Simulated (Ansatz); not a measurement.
**Nudged elastic band run: FGeH₃**

Input:

```yaml
crystal:
  periodic: [false, false, false]
  atoms:
    - { symbol: Ge, position_ang: [0.282651, 0.048283, 0.199999] }
    - { symbol: H, position_ang: [0.245526, -0.012853, 1.747512] }
    - { symbol: H, position_ang: [1.729395, -0.013012, -0.350542] }
    - { symbol: H, position_ang: [-0.499245, 1.265783, -0.353098] }
    - { symbol: F, position_ang: [-0.543727, -1.394302, -0.384372] }
basis:
  gaussian: { orbitals: def2-SVP }
hamiltonian:
  xc: pbe
  dispersion: d4
neb:
  order_check: false
  images: 7
  f_tol: 0.05
  max_iterations: 60
  optimiser: fire
  climbing: true
  final_atoms:
    - { symbol: Ge, position_ang: [0.12970827, 0.04500453, -0.88306463] }
    - { symbol: H, position_ang: [1.00048862, 0.29859035, 1.25015236] }
    - { symbol: H, position_ang: [1.57648653, -0.07744435, 0.87069312] }
    - { symbol: H, position_ang: [-0.69622976, 1.05146199, 0.10394427] }
    - { symbol: F, position_ang: [-0.79585366, -1.42371352, -0.48222612] }
  initial_path:
    images:
      - { positions_ang: [[0.282651, 0.048283, 0.199999], [0.245526, -0.012853, 1.747512], [1.729395, -0.013012, -0.350542], [-0.499245, 1.265783, -0.353098], [-0.543727, -1.394302, -0.384372]] }
      - { positions_ang: [[0.21196997, 0.03588362, 0.14998574], [0.45319638, -0.00811604, 1.65556929], [1.71192404, -0.00824051, -0.12409557], [-0.55808579, 1.26421852, -0.3946983], [-0.6044046, -1.38984659, -0.42726216]] }
      - { positions_ang: [[0.14128894, 0.02348424, 0.09997247], [0.66086676, -0.00337908, 1.56362658], [1.69445308, -0.00346902, 0.10235087], [-0.61692658, 1.26265404, -0.4362986], [-0.66508219, -1.38539119, -0.47015231]] }
      - { positions_ang: [[0.0706079, 0.01108486, 0.04995921], [0.86853714, 0.00135788, 1.47168386], [1.67698212, 0.00130247, 0.3287973], [-0.67576737, 1.26108956, -0.47789891], [-0.72575979, -1.38093578, -0.51304247]] }
      - { positions_ang: [[-7.313e-05, -0.00131452, -5.405e-05], [1.07620751, 0.00609484, 1.37974115], [1.65951116, 0.00607396, 0.55524373], [-0.73460816, 1.25952508, -0.51949921], [-0.78643739, -1.37648037, -0.55593262]] }
      - { positions_ang: [[0.03237222, 0.01026525, -0.2208067], [1.05727779, 0.07921872, 1.34734395], [1.63875501, -0.01480561, 0.63410608], [-0.72501356, 1.20750931, -0.36363834], [-0.78879146, -1.38828866, -0.537506]] }
      - { positions_ang: [[0.06481757, 0.02184501, -0.44155934], [1.03834807, 0.15234259, 1.31494676], [1.61799885, -0.03568519, 0.71296843], [-0.71541896, 1.15549353, -0.20777747], [-0.79114552, -1.40009694, -0.51907937]] }
      - { positions_ang: [[0.09726292, 0.03342477, -0.66231198], [1.01941834, 0.22546647, 1.28254956], [1.59724269, -0.05656477, 0.79183077], [-0.70582436, 1.10347776, -0.0519166], [-0.79349959, -1.41190523, -0.50065275]] }
      - { positions_ang: [[0.12970827, 0.04500453, -0.88306463], [1.00048862, 0.29859035, 1.25015236], [1.57648653, -0.07744435, 0.87069312], [-0.69622976, 1.05146199, 0.10394427], [-0.79585366, -1.42371352, -0.48222612]] }
```

Launched with:

```bash
$ ansatz run input.yaml --threads 1 --pin off --max-ram 2048MiB --backend cpu --events-out ev --progress --plain --runs-dir out
```

Output, in part (warnings, iteration lines, the closing report on the highest movable image, with atoms numbered from 0):

```
NEB end point (image 0): max|allowed force component| = 1.768e-2 eV/Å (the criterion of neb.relax_end_points is 1.000e-2)
NEB end point (image 8): max|allowed force component| = 2.082e-2 eV/Å (the criterion of neb.relax_end_points is 1.000e-2)
NEB iter   1: max|band force component| = 6.283e0 eV/Å  barrier→ = 4.1438 eV  barrier← = 2.9592 eV  Δτ_max = 0.0922 Å  (217 SCF iters)
NEB iter   2: max|band force component| = 2.601e0 eV/Å  barrier→ = 3.6368 eV  barrier← = 2.4522 eV  Δτ_max = 0.1149 Å  (188 SCF iters)
NEB iter   3: max|band force component| = 2.313e0 eV/Å  barrier→ = 3.1089 eV  barrier← = 1.9243 eV  Δτ_max = 0.0106 Å  (191 SCF iters)
NEB iter   4: max|band force component| = 2.207e0 eV/Å  barrier→ = 3.0518 eV  barrier← = 1.8671 eV  Δτ_max = 0.0208 Å  (178 SCF iters)
NEB iter   5: max|band force component| = 1.984e0 eV/Å  barrier→ = 2.9595 eV  barrier← = 1.7748 eV  Δτ_max = 0.0300 Å  (181 SCF iters)
NEB iter   6: max|band force component| = 1.986e0 eV/Å  barrier→ = 2.8659 eV  barrier← = 1.6812 eV  Δτ_max = 0.0377 Å  (179 SCF iters)
NEB iter   7: max|band force component| = 1.806e0 eV/Å  barrier→ = 2.7973 eV  barrier← = 1.6126 eV  Δτ_max = 0.0427 Å  (178 SCF iters)
NEB iter   8: max|band force component| = 1.887e0 eV/Å  barrier→ = 2.7503 eV  barrier← = 1.5656 eV  Δτ_max = 0.0447 Å  (176 SCF iters)
NEB iter   9: max|band force component| = 2.094e0 eV/Å  barrier→ = 2.6946 eV  barrier← = 1.5100 eV  Δτ_max = 0.0507 Å  (183 SCF iters)
NEB iter  10: max|band force component| = 1.649e0 eV/Å  barrier→ = 2.6069 eV  barrier← = 1.4222 eV  Δτ_max = 0.0602 Å  (178 SCF iters)
NEB iter  11: max|band force component| = 1.405e0 eV/Å  barrier→ = 2.5238 eV  barrier← = 1.3391 eV  Δτ_max = 0.0077 Å  (181 SCF iters)
NEB iter  12: max|band force component| = 1.281e0 eV/Å  barrier→ = 2.5154 eV  barrier← = 1.3307 eV  Δτ_max = 0.0143 Å  (183 SCF iters)
NEB iter  13: max|band force component| = 1.147e0 eV/Å  barrier→ = 2.4996 eV  barrier← = 1.3149 eV  Δτ_max = 0.0207 Å  (181 SCF iters)
NEB iter  14: max|band force component| = 9.479e-1 eV/Å  barrier→ = 2.4778 eV  barrier← = 1.2931 eV  Δτ_max = 0.0256 Å  (179 SCF iters)
NEB iter  15: max|band force component| = 6.974e-1 eV/Å  barrier→ = 2.4507 eV  barrier← = 1.2661 eV  Δτ_max = 0.0286 Å  (182 SCF iters)
NEB iter  16: max|band force component| = 6.125e-1 eV/Å  barrier→ = 2.4192 eV  barrier← = 1.2346 eV  Δτ_max = 0.0296 Å  (180 SCF iters)
NEB iter  17: max|band force component| = 5.955e-1 eV/Å  barrier→ = 2.3848 eV  barrier← = 1.2001 eV  Δτ_max = 0.0324 Å  (182 SCF iters)
NEB iter  18: max|band force component| = 5.887e-1 eV/Å  barrier→ = 2.3456 eV  barrier← = 1.1609 eV  Δτ_max = 0.0040 Å  (179 SCF iters)
NEB iter  19: max|band force component| = 5.436e-1 eV/Å  barrier→ = 2.3421 eV  barrier← = 1.1574 eV  Δτ_max = 0.0076 Å  (153 SCF iters)
NEB iter  20: max|band force component| = 8.374e-1 eV/Å  barrier→ = 2.3355 eV  barrier← = 1.1508 eV  CI = image 5  Δτ_max = 0.0118 Å  (164 SCF iters)
NEB iter  21: max|band force component| = 7.758e-1 eV/Å  barrier→ = 2.3386 eV  barrier← = 1.1539 eV  CI = image 5  Δτ_max = 0.0168 Å  (183 SCF iters)
NEB iter  22: max|band force component| = 7.346e-1 eV/Å  barrier→ = 2.3482 eV  barrier← = 1.1635 eV  CI = image 5  Δτ_max = 0.0215 Å  (185 SCF iters)
NEB iter  23: max|band force component| = 6.245e-1 eV/Å  barrier→ = 2.3572 eV  barrier← = 1.1725 eV  CI = image 5  Δτ_max = 0.0253 Å  (182 SCF iters)
NEB iter  24: max|band force component| = 4.590e-1 eV/Å  barrier→ = 2.3578 eV  barrier← = 1.1731 eV  CI = image 5  Δτ_max = 0.0308 Å  (183 SCF iters)
NEB iter  25: max|band force component| = 4.072e-1 eV/Å  barrier→ = 2.3450 eV  barrier← = 1.1603 eV  CI = image 5  Δτ_max = 0.0349 Å  (181 SCF iters)
NEB iter  26: max|band force component| = 4.378e-1 eV/Å  barrier→ = 2.3197 eV  barrier← = 1.1350 eV  CI = image 5  Δτ_max = 0.0370 Å  (180 SCF iters)
NEB iter  27: max|band force component| = 4.978e-1 eV/Å  barrier→ = 2.2916 eV  barrier← = 1.1069 eV  CI = image 5  Δτ_max = 0.0056 Å  (178 SCF iters)
NEB iter  28: max|band force component| = 4.356e-1 eV/Å  barrier→ = 2.2950 eV  barrier← = 1.1103 eV  CI = image 5  Δτ_max = 0.0106 Å  (156 SCF iters)
NEB iter  29: max|band force component| = 3.226e-1 eV/Å  barrier→ = 2.2994 eV  barrier← = 1.1147 eV  CI = image 5  Δτ_max = 0.0141 Å  (179 SCF iters)
NEB iter  30: max|band force component| = 2.445e-1 eV/Å  barrier→ = 2.3013 eV  barrier← = 1.1166 eV  CI = image 5  Δτ_max = 0.0161 Å  (176 SCF iters)
NEB iter  31: max|band force component| = 2.303e-1 eV/Å  barrier→ = 2.2981 eV  barrier← = 1.1134 eV  CI = image 5  Δτ_max = 0.0197 Å  (175 SCF iters)
NEB iter  32: max|band force component| = 2.110e-1 eV/Å  barrier→ = 2.2905 eV  barrier← = 1.1058 eV  CI = image 5  Δτ_max = 0.0226 Å  (177 SCF iters)
NEB iter  33: max|band force component| = 2.357e-1 eV/Å  barrier→ = 2.2816 eV  barrier← = 1.0970 eV  CI = image 5  Δτ_max = 0.0029 Å  (175 SCF iters)
NEB iter  34: max|band force component| = 2.208e-1 eV/Å  barrier→ = 2.2823 eV  barrier← = 1.0976 eV  CI = image 5  Δτ_max = 0.0057 Å  (132 SCF iters)
NEB iter  35: max|band force component| = 1.922e-1 eV/Å  barrier→ = 2.2831 eV  barrier← = 1.0984 eV  CI = image 5  Δτ_max = 0.0083 Å  (155 SCF iters)
NEB iter  36: max|band force component| = 1.595e-1 eV/Å  barrier→ = 2.2831 eV  barrier← = 1.0984 eV  CI = image 5  Δτ_max = 0.0103 Å  (156 SCF iters)
NEB iter  37: max|band force component| = 1.488e-1 eV/Å  barrier→ = 2.2817 eV  barrier← = 1.0970 eV  CI = image 5  Δτ_max = 0.0022 Å  (165 SCF iters)
NEB iter  38: max|band force component| = 1.493e-1 eV/Å  barrier→ = 2.2812 eV  barrier← = 1.0965 eV  CI = image 5  Δτ_max = 0.0045 Å  (128 SCF iters)
NEB iter  39: max|band force component| = 1.493e-1 eV/Å  barrier→ = 2.2802 eV  barrier← = 1.0955 eV  CI = image 5  Δτ_max = 0.0068 Å  (142 SCF iters)
NEB iter  40: max|band force component| = 1.477e-1 eV/Å  barrier→ = 2.2789 eV  barrier← = 1.0942 eV  CI = image 5  Δτ_max = 0.0092 Å  (150 SCF iters)
NEB iter  41: max|band force component| = 1.428e-1 eV/Å  barrier→ = 2.2772 eV  barrier← = 1.0926 eV  CI = image 5  Δτ_max = 0.0115 Å  (150 SCF iters)
NEB iter  42: max|band force component| = 1.329e-1 eV/Å  barrier→ = 2.2754 eV  barrier← = 1.0907 eV  CI = image 5  Δτ_max = 0.0137 Å  (158 SCF iters)
NEB iter  43: max|band force component| = 1.188e-1 eV/Å  barrier→ = 2.2734 eV  barrier← = 1.0888 eV  CI = image 5  Δτ_max = 0.0175 Å  (170 SCF iters)
NEB iter  44: max|band force component| = 1.005e-1 eV/Å  barrier→ = 2.2713 eV  barrier← = 1.0866 eV  CI = image 5  Δτ_max = 0.0216 Å  (175 SCF iters)
NEB iter  45: max|band force component| = 7.242e-2 eV/Å  barrier→ = 2.2690 eV  barrier← = 1.0843 eV  CI = image 5  Δτ_max = 0.0255 Å  (174 SCF iters)
NEB iter  46: max|band force component| = 6.316e-2 eV/Å  barrier→ = 2.2669 eV  barrier← = 1.0822 eV  CI = image 5  Δτ_max = 0.0284 Å  (178 SCF iters)
NEB iter  47: max|band force component| = 8.627e-2 eV/Å  barrier→ = 2.2650 eV  barrier← = 1.0803 eV  CI = image 5  Δτ_max = 0.0023 Å  (181 SCF iters)
NEB iter  48: max|band force component| = 6.574e-2 eV/Å  barrier→ = 2.2650 eV  barrier← = 1.0803 eV  CI = image 5  Δτ_max = 0.0041 Å  (131 SCF iters)
NEB iter  49: max|band force component| = 5.408e-2 eV/Å  barrier→ = 2.2648 eV  barrier← = 1.0801 eV  CI = image 5  Δτ_max = 0.0013 Å  (136 SCF iters)
NEB iter  50: max|band force component| = 4.905e-2 eV/Å  barrier→ = 2.2648 eV  barrier← = 1.0801 eV  CI = image 5  Δτ_max = 0.0000 Å  (299 SCF iters)
Total energy: -59261.55361048 eV, -2177.8219262614 hartree
Atom 0 at     0.296206     0.021875    -0.445136 Å, force     0.002839    -0.004626    -0.010359 eV/Å
Atom 1 at     0.565007     0.237367     1.294081 Å, force    -0.020116     0.026266    -0.011155 eV/Å
Atom 2 at     1.617323    -0.128017     0.380790 Å, force    -0.001013    -0.008457    -0.003263 eV/Å
Atom 3 at    -0.591179     1.219030    -0.005461 Å, force     0.014660    -0.008094     0.027387 eV/Å
Atom 4 at    -0.672757    -1.456357    -0.364774 Å, force     0.003630    -0.005089    -0.002609 eV/Å
Dipole moment:     0.229133     0.322922    -0.032007 e Å
```

The run converged. Another band between the same ends (7 images) ends at a top of the same energy, where a vibrational analysis finds 1 clearly imaginary mode. The orbitals stay closed-shell, which can raise the energy where a bond breaks towards radicals; this wasn't checked here.

Final band (atoms are numbered from 1 in the order of the input):

```csv
image,path coordinate (Å),energy (kJ/mol),Ge1–H2 (Å),Ge1–H3 (Å),H2–H3 (Å)
0,0.00,0.0,1.55,1.55,2.57
1,0.26,11.5,1.53,1.55,2.37
2,0.51,50.3,1.52,1.54,2.14
3,0.78,116.9,1.55,1.52,1.90
4,1.04,188.7,1.64,1.52,1.67
5,1.30,218.5,1.77,1.57,1.44
6,1.62,177.3,1.89,1.68,1.08
7,1.95,119.3,2.11,1.98,0.81
8,2.28,114.3,2.32,2.28,0.79
```

Run time: 5.6 min on 1 thread of Arm Neoverse V1 (shared host), peak memory 0.1 GiB.
